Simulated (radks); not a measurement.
Values are calculated unless marked as measured or tabulated.
Excited configurations of Mn: one electron is placed in a higher orbital outside [Ar] 3d5 4s1. The ground configuration is [Ar] 3d5 4s2. Code: a radial shooting solver on a logarithmic mesh with Libxc functionals. Model: non-relativistic Kohn-Sham, PBE, spin-unpolarised, spherical densities, point nucleus. Excitation = E - E(ground); binding = E(ion) - E, where the ion is the core of charge +1; n* = 1/sqrt(2 binding) in atomic units, and the quantum defect is n - n*.

\begin{tabular}{lrrrrr}
outer orbital & excitation (eV) & binding (eV) & n* & quantum defect & <r> (bohr) \\ \hline
4p & 3.750 & 4.556 & 1.728 & 2.272 & 4.256 \\
4f & 7.392 & 0.914 & 3.859 & 0.141 & 17.26 \\
5s & 5.767 & 2.539 & 2.315 & 2.685 & 8.465 \\
6s & 6.965 & 1.341 & 3.185 & 2.815 & 16.40 \\
6d & 7.612 & 0.693 & 4.430 & 1.570 & 29.66 \\
7s & 7.474 & 0.832 & 4.044 & 2.956 & 26.81 \\
7p & 7.615 & 0.691 & 4.439 & 2.561 & 31.66 \\
7d & 7.816 & 0.490 & 5.270 & 1.730 & 43.81 \\
7f & 7.960 & 0.346 & 6.273 & 0.727 & 61.73 \\
\end{tabular}

The Delta-SCF ionisation energy is 8.306 eV (NIST Atomic Spectra Database: 7.434 eV, measured). Self-interaction in the functional shifts the binding energies and quantum defects, so they are the method's values and not measured ones. Spin polarisation and multiplet splitting are left out, so open shells lie too high by an amount that depends on their filling.

Beside tabulated values, note that spin-unpolarised runs miss the spin-polarisation part of the exchange energy of open shells.
